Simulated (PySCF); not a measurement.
# Electron correlation in Ar²⁺ (argon, charge +2)

[Ne] 3s2 3p4, high-spin 3P determinant. Computed with PySCF 2.14 in dyall-acv3z (19s12p6d4f, 113 functions), with the non-relativistic Hamiltonian (point nucleus). Frozen: [Ne]; 6 electrons correlated; the 31 highest virtual orbitals of each spin left out.

| level | correlation energy (mhartree) |
| --- | --- |
| CCSD | -162.77 |
| (T) | -4.58 |
| CCSD(T) | -167.35 |

Diagnostics: T1 = 0.0082, D1 = 0.0263, largest double amplitude 0.046.

Cost of the coupled-cluster step: roughly 8 core-seconds, for 6 correlated electrons.
